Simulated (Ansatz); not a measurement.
## Relative stability

The two ends of one reaction step of SiH$_{4}$SO$_{3}$, closed shell (PBE0-D4/def2-TZVP).

A:

Si1  (-0.107, -0.023, 0.015)
S2  (1.420, 1.443, 0.200)
O3  (0.201, -1.395, 0.839)
H4  (0.453, -1.287, 1.758)
O5  (-1.402, 0.800, 0.576)
O6  (-0.297, -0.579, -1.506)
H7  (2.360, 0.616, -0.288)
H8  (-2.242, 0.337, 0.594)
H9  (-0.387, 0.086, -2.189)
(Å)

B:

```xyz
9
angstrom
Si -0.4660 -0.4804 -0.1513
S 1.4977 0.9008 0.5170
O -0.1991 -1.7068 0.7053
H 1.4803 0.3702 1.7524
O -1.6426 0.6208 0.1434
O -0.1563 -0.3643 -1.7476
H 2.3222 -0.0577 0.0598
H -2.1375 0.4523 0.9488
H -0.6988 0.2652 -2.2279
```

Program: Ansatz 0.2.0. Basis: def2-TZVPP. Cores are frozen in the correlated methods. B3LYP uses VWN-RPA correlation.

Question: Which structure is lower at CCSD(T), and by how much? (Judge from chemistry; the value comes from the calculation.)

Answer: The calculation gives: A, by 193.1 kJ/mol (electronic energy, against the other). By their contacts, A is SiH₄SO₃ ([OH][Si]([OH])([OH])[SH]) and B is SiH₄SO₃ ([O][Si]([OH])([OH])[SH2]).

All methods give the same order:

| method | E(B) − E(A) (kJ/mol) |
| --- | --- |
| SPW92 | 183.3 |
| PBE-D4 | 173.4 |
| BLYP-D4 | 164.4 |
| r2SCAN-D4 | 187.4 |
| B97M-V | 193.2 |
| PBE0-D4 | 194.1 |
| B3LYP-D4 | 182.9 |
| r2SCAN0-D4 | 201.6 |
| BHLYP-D4 | 204.0 |
| CAM-B3LYP-D4 | 191.6 |
| wB97X-V | 195.1 |
| wB97M-V | 192.8 |
| B2PLYP | 186.1 |
| PBE-QIDH | 202.0 |
| RPA on PBE | 183.2 |
| HF | 222.4 |
| MP2 | 191.0 |
| CCSD | 199.1 |
| CCSD(T) | 193.1 |

T1 diagnostic: at most 0.015.

Labels in which every atom is bracketed show which atoms are joined, not bond orders.

For scale, one of the runs: CCSD(T)/def2-TZVPP, 233 basis functions, launched by `ansatz run in.yaml --threads 4 --pin off --events-out ev --progress --plain --max-ram 9574MiB`. Hardware: 4 CPU threads of an Arm Neoverse V2, shared host. Wall time 100 s; peak host memory 4.1 GiB.
